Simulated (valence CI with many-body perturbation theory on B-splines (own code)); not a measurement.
## Valence orbitals of Pr²⁸⁺

Computed by configuration interaction combined with many-body perturbation theory (CI+MBPT): three valence electrons over a frozen Dirac-Fock core [Ar] 3d10, radial functions for each j: 11 s, 11 p, 10 d, 8 f, 5 g, 2 h, with the one-electron correlation potential Σ1, the two-electron term Σ2, the three-electron term Σ3, Breit, model QED; selected CI, second order for the rest, scaled by the run's own slope (own B-spline code, finite nucleus).

No measured spectrum was set against this ion. As an estimate, large intervals hold to a few tenths of a per cent, small ones and those within an open d or f shell to about a per cent.

These are the spectroscopic orbitals of the CI (the correlating ones are not listed), shaped by the core and the other valence electrons. h is the expectation value of the core's Dirac-Fock operator, without the valence repulsion; Σ1 is computed up to l = 3 at one energy for each symmetry, that of its lowest orbital but kept below the first core excitation, so for empty shells it is not the orbital's own correlation shift; Breit and QED include the response of the core.

```
Orbital  h (hartree)  Σ1 (cm⁻¹)  Breit (cm⁻¹)  QED (cm⁻¹)  ⟨r⟩ (bohr)
  4s1/2      -42.966     -13033          5115        3851      0.5565
  5s1/2      -25.304      -4613          2244        1714      0.9467
  6s1/2      -16.696      -2204          1156         896       1.444
  7s1/2      -11.845      -1247           682         530       2.042
  8s1/2      -8.8407       -778           436         340       2.744
  9s1/2      -6.8503       -520           296         231       3.549
  4p1/2      -40.627     -13402          7995       -64.8      0.5590
  5p1/2      -24.189      -4807          3525       -26.2      0.9638
  6p1/2      -16.086      -2359          1873       -13.4       1.471
  7p1/2      -11.476      -1351          1118        -7.8       2.081
  8p1/2      -8.6005       -851           721        -4.9       2.794
  9p1/2      -6.6855       -572           492        -3.3       3.611
  4p3/2      -39.517     -12203          4955         316      0.5760
  5p3/2      -23.681      -4514          2193         143      0.9855
  6p3/2      -15.811      -2244          1237        77.0       1.497
  7p3/2       -11.31      -1295           740        46.3       2.112
  8p3/2      -8.4927       -819           478        30.0       2.830
  9p3/2      -6.6115       -553           327        20.6       3.652
  4d3/2      -35.752     -13109          3273        -216      0.5733
  5d3/2      -21.922      -4926          1509       -95.4       1.004
  6d3/2      -14.848      -2491           826       -51.4       1.535
  7d3/2      -10.726      -1453           502       -30.9       2.170
  8d3/2      -8.1114       -927           328       -20.1       2.907
  4d5/2      -35.521     -12692          1948       -81.7      0.5778
  5d5/2      -21.813      -4776           867       -33.9       1.010
  6d5/2      -14.787      -2417           473       -17.7       1.542
  7d5/2      -10.688      -1410           285       -10.4       2.178
  8d5/2      -8.0868       -900           185        -6.7       2.917
  4f5/2      -31.504     -12354           987        -102      0.5473
  5f5/2      -20.049      -4120           461       -51.4       1.002
  6f5/2      -13.837      -2035           249       -29.2       1.556
  7f5/2      -10.114      -1185           150       -18.1       2.212
  4f7/2      -31.461     -12065           256       -63.6      0.5488
  5f7/2      -20.022      -4016           121       -31.1       1.004
  6f7/2      -13.821      -1986          67.0       -17.4       1.558
  7f7/2      -10.104      -1157          40.7       -10.7       2.214
  5g7/2      -19.253                     24.7        -8.4      0.9274
  6g7/2      -13.379                     21.8        -6.0       1.490
  7g7/2      -9.8285                     16.0        -4.2       2.158
  5g9/2      -19.244                    -15.9        -0.1      0.9282
  6g9/2      -13.374                    -13.4        -1.2       1.491
  7g9/2       -9.825                    -10.0        -1.1       2.158
  6h9/2      -13.307                                            1.340
 6h11/2      -13.303                                            1.340
```

Among the shells of the start configuration 4s2 4p1, Σ1 is largest in size for 4p1/2, where it is 0.15 % of h.

Lowest root of each symmetry, sizes in configuration state functions:

| J | Parity | Roots | Reference | Variational | Second order | Change by selected CI (cm⁻¹) | Change by second order (cm⁻¹) |
| --- | --- | --- | --- | --- | --- | --- | --- |
| 1/2 | even | 14 | 83 | 10623 | 18158 | -1299 | 0 |
| 3/2 | even | 21 | 136 | 20238 | 28268 | -700 | 0 |
| 5/2 | even | 23 | 150 | 24069 | 40607 | -1229 | 0 |
| 7/2 | even | 16 | 122 | 21281 | 30822 | -1556 | -1 |
| 9/2 | even | 9 | 84 | 16984 | 31604 | -1843 | -2 |
| 11/2 | even | 2 | 40 | 10158 | 17134 | -1973 | -3 |
| 1/2 | odd | 17 | 84 | 12661 | 12224 | -1669 | 0 |
| 3/2 | odd | 29 | 139 | 20553 | 29907 | -1635 | 0 |
| 5/2 | odd | 28 | 147 | 22712 | 29383 | -1073 | 0 |
| 7/2 | odd | 22 | 123 | 22021 | 29562 | -1386 | -1 |
| 9/2 | odd | 12 | 79 | 17037 | 26517 | -922 | -1 |
| 11/2 | odd | 5 | 42 | 11692 | 26537 | -2708 | -5 |
| 13/2 | odd | 1 | 14 | 4558 | 13928 | -3241 | -4 |
